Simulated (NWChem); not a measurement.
Program: NWChem. System: H2O4S, charge 0, spin multiplicity 3, at the geometry of a parent with another charge or spin, in a state set for the comparison that need not be this species' ground state. Its SCF solution wasn't tested for a lower state. Level: UHF/def2-SVP.

Part of the output:

```
             Northwest Computational Chemistry Package (NWChem) 7.3.0
             --------------------------------------------------------

                                NWChem Input Module
                                -------------------

 Scaling coordinates for geometry "geometry" by  1.889725989
 (inverse scale =  0.529177249)

 Turning off AUTOSYM since
 SYMMETRY directive was detected!

                             Geometry "geometry" -> ""
                             -------------------------

 Output coordinates in angstroms (scale by  1.889725989 to convert to a.u.)

  No.       Tag          Charge          X              Y              Z
 ---- ---------------- ---------- -------------- -------------- --------------
    1 O                    8.0000    -0.30140200     1.23737600     0.87050300
    2 S                   16.0000     0.00000000     0.00000000    -0.17158000
    3 O                    8.0000     1.27118500     0.25249900    -0.84162900
    4 O                    8.0000    -1.27118500    -0.25249900    -0.84162900
    5 O                    8.0000     0.30140200    -1.23737600     0.87050300
    6 H                    1.0000     0.57212300     1.59532900     1.14164500
    7 H                    1.0000    -0.57212300    -1.59532900     1.14164500

 Effective nuclear repulsion energy (a.u.)     281.4230273473

            Nuclear Dipole moment (a.u.)
            ----------------------------
        X                 Y               Z
 ---------------- ---------------- ----------------
     0.0000000000     0.0000000000    -0.0000113384

      Symmetry information
      --------------------

 Group name             C2
 Group number              4
 Group order               2
 No. of unique centers     4

      Symmetry unique atoms

     1    2    3    6


 Summary of "ao basis" -> "" (spherical)
 ------------------------------------------------------------------------------
       Tag                 Description            Shells   Functions and Types
 ---------------- ------------------------------  ------  ---------------------
 *                          def2-svp                  on all atoms

 Summary of "ao basis" -> "ao basis" (spherical)
 ------------------------------------------------------------------------------
       Tag                 Description            Shells   Functions and Types
 ---------------- ------------------------------  ------  ---------------------
 O                          def2-svp                 6       14   3s2p1d
[...]
     3     -0.645269  1 O  s                 63     -0.645269  5 O  s
    18      0.318966  2 S  s                  7     -0.285649  1 O  px
    67      0.285649  5 O  px                35     -0.167372  3 O  s
    49     -0.167372  4 O  s

 Vector   27  Occ=0.000000D+00  E= 1.766206D-01  Symmetry=b
              MO Center= -1.7D-13, -3.7D-13,  1.2D+00, r^2= 5.9D+00
   Bfn.  Coefficient  Atom+Function         Bfn.  Coefficient  Atom+Function
  ----- ------------  ---------------      ----- ------------  ---------------
    76      1.064111  6 H  s                 81     -1.064111  7 H  s
     3     -0.613856  1 O  s                 63      0.613856  5 O  s
    25     -0.343566  2 S  px                 7     -0.252529  1 O  px
    67     -0.252529  5 O  px

 center of mass
 --------------
 x =   0.00000000 y =   0.00000000 z =  -0.04361199

 moments of inertia (a.u.)
 ------------------
         380.554149310050          -0.632338896842           0.000000000000
          -0.632338896842         377.373876561072           0.000000000000
           0.000000000000           0.000000000000         397.843875567039

  Mulliken analysis of the total density
  --------------------------------------

    Atom       Charge   Shell Charges
 -----------   ------   -------------------------------------------------------
    1 O    8     8.47   1.99  1.07  0.72  2.81  1.86  0.01
    2 S   16    14.93   2.00  1.99  1.25  0.29  5.93  1.51  1.19  0.76
    3 O    8     8.29   1.99  1.13  0.72  2.74  1.69  0.02
    4 O    8     8.29   1.99  1.13  0.72  2.74  1.69  0.02
    5 O    8     8.47   1.99  1.07  0.72  2.81  1.86  0.01
    6 H    1     0.77   0.64  0.06  0.07
    7 H    1     0.77   0.64  0.06  0.07

  Mulliken analysis of the alpha density
  --------------------------------------

    Atom       Charge   Shell Charges
 -----------   ------   -------------------------------------------------------
    1 O    8     4.25   1.00  0.54  0.35  1.42  0.93  0.01
    2 S   16     7.70   1.00  1.00  0.69  0.31  2.97  0.74  0.60  0.41
    3 O    8     4.51   1.00  0.60  0.32  1.67  0.91  0.01
    4 O    8     4.51   1.00  0.60  0.32  1.67  0.91  0.01
    5 O    8     4.25   1.00  0.54  0.35  1.42  0.93  0.01
    6 H    1     0.39   0.32  0.04  0.03
    7 H    1     0.39   0.32  0.04  0.03

   Mulliken analysis of the beta density
   -------------------------------------

    Atom       Charge   Shell Charges
 -----------   ------   -------------------------------------------------------
    1 O    8     4.22   1.00  0.53  0.36  1.39  0.93  0.01
    2 S   16     7.23   1.00  1.00  0.57 -0.01  2.97  0.77  0.59  0.35
    3 O    8     3.78   1.00  0.53  0.40  1.07  0.78  0.01
    4 O    8     3.78   1.00  0.53  0.40  1.07  0.78  0.01
    5 O    8     4.22   1.00  0.53  0.36  1.39  0.93  0.01
    6 H    1     0.38   0.32  0.02  0.03
    7 H    1     0.38   0.32  0.02  0.03

   Mulliken analysis of the spin density
   -------------------------------------

    Atom       Charge   Shell Charges
 -----------   ------   -------------------------------------------------------
    1 O    8     0.02   0.00  0.01 -0.01  0.03 -0.01 -0.00
    2 S   16     0.47   0.00  0.00  0.12  0.32 -0.00 -0.03  0.01  0.05
    3 O    8     0.73   0.00  0.07 -0.08  0.61  0.14 -0.00
    4 O    8     0.73   0.00  0.07 -0.08  0.61  0.14 -0.00
    5 O    8     0.02   0.00  0.01 -0.01  0.03 -0.01 -0.00
    6 H    1     0.01  -0.00  0.01  0.00
    7 H    1     0.01  -0.00  0.01  0.00

       Multipole analysis of the density wrt the origin
       ------------------------------------------------

     L   x y z        total         alpha         beta         nuclear
     -   - - -        -----         -----         ----         -------
     0   0 0 0     -0.000000    -26.000000    -24.000000     50.000000

     1   1 0 0      0.000000      0.000000      0.000000      0.000000
     1   0 1 0      0.000000      0.000000     -0.000000      0.000000
     1   0 0 1      1.138912      1.934129     -0.795205     -0.000011

     2   2 0 0    -27.797706    -69.162012    -58.492369     99.856675
     2   1 1 0      3.770746     -0.815590      1.037219      3.549118
     2   1 0 1     -0.000000     -0.000000     -0.000000     -0.000000
     2   0 2 0    -24.193354    -67.866653    -65.629234    109.302533
     2   0 1 1     -0.000000     -0.000000     -0.000000      0.000000
     2   0 0 2    -26.665318    -63.643969    -57.781608     94.760260

 Task  times  cpu:        6.4s     wall:        6.4s

 Total times  cpu:        6.4s     wall:        6.4s
```

Task: Write an NWChem input that would produce this output.

Result: Several could match; the one computed here: 
```
start mol
memory heap 200 mb stack 900 mb global 1100 mb
geometry units angstroms nocenter noautoz
  O     -0.301402     1.237376     0.870503
  S      0.000000     0.000000    -0.171580
  O      1.271185     0.252499    -0.841629
  O     -1.271185    -0.252499    -0.841629
  O      0.301402    -1.237376     0.870503
  H      0.572123     1.595329     1.141645
  H     -0.572123    -1.595329     1.141645
  symmetry group C2
end
basis spherical
  * library def2-svp
end
scf
  uhf
  nopen 2
  maxiter 100
  thresh 1e-7
  semidirect memsize 60000000 filesize 0
  # guess.movecs holds the orbitals of an unrestricted PBE0 run
  vectors input guess.movecs output mol.movecs
end
task scf energy
```
